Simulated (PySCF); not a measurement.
C₄H₄ClF, SMILES C=C=C(F)CCl. Atoms are numbered in the order given.

```xyz
10

C      2.5027    -0.2044    -1.5334
C      1.4040    -0.4161    -0.8567
C      0.2818    -0.6020    -0.1992
F      0.1832    -1.5332     0.7706
C     -0.9800     0.1501    -0.4361
Cl    -1.4219     1.1882     0.9862
H      2.7153    -0.7387    -2.4677
H      3.2576     0.5130    -1.1883
H     -1.8187    -0.5455    -0.5826
H     -0.8825     0.8047    -1.3096
```

Geometry optimised at B3LYP-D3(BJ)/def2-SVP. The structure was generated by enumeration, and PubChem lists no compound with its InChIKey, so it may never have been made. One conformer was computed; it need not be the lowest.

The numbers are results of TDA-CAM-B3LYP/def2-SVPD in PySCF 2.14.0, not measurements.

Vertical excitations. 

```tsv
state	energy (eV)	λ (nm)	f	main pairs
S1	5.03	246	0.004	HOMO→LUMO 82 %, HOMO→LUMO+1 14 %
S2	6.49	191	0.004	HOMO−1→LUMO+1 59 %, HOMO−1→LUMO 23 %
S3	6.80	182	0.058	HOMO−2→LUMO+1 35 %, HOMO−2→LUMO 32 %, HOMO→LUMO+1 13 %
S4	6.88	180	0.160	HOMO→LUMO+1 31 %, HOMO−3→LUMO+1 18 %, HOMO→LUMO+2 14 %, HOMO−3→LUMO 8 %
S5	7.00	177	0.033	HOMO−3→LUMO+1 29 %, HOMO−3→LUMO 20 %, HOMO→LUMO+1 13 %, HOMO→LUMO+2 11 %
S6	7.23	172	0.191	HOMO→LUMO+2 65 %, HOMO→LUMO+1 18 %
S7	7.76	160	0.431	HOMO−1→LUMO 42 %, HOMO−1→LUMO+1 24 %, HOMO−1→LUMO+2 8 %, HOMO→LUMO+3 7 %
S8	7.98	155	0.089	HOMO−1→LUMO+2 67 %
S9	8.02	155	0.003	HOMO−2→LUMO 47 %, HOMO−2→LUMO+1 43 %
S10	8.13	152	0.182	HOMO→LUMO+3 62 %
T1	4.26	291	0	HOMO→LUMO+1 42 %, HOMO→LUMO 17 %, HOMO−1→LUMO 13 %, HOMO−3→LUMO 7 %
T2	4.49	276	0	HOMO−1→LUMO 33 %, HOMO−3→LUMO 19 %, HOMO→LUMO 16 %, HOMO→LUMO+1 9 %
T3	4.62	268	0	HOMO→LUMO 61 %, HOMO→LUMO+1 33 %
T4	6.01	206	0	HOMO−1→LUMO+1 59 %, HOMO−1→LUMO 21 %
```
Triplets are in the Tamm–Dancoff approximation.
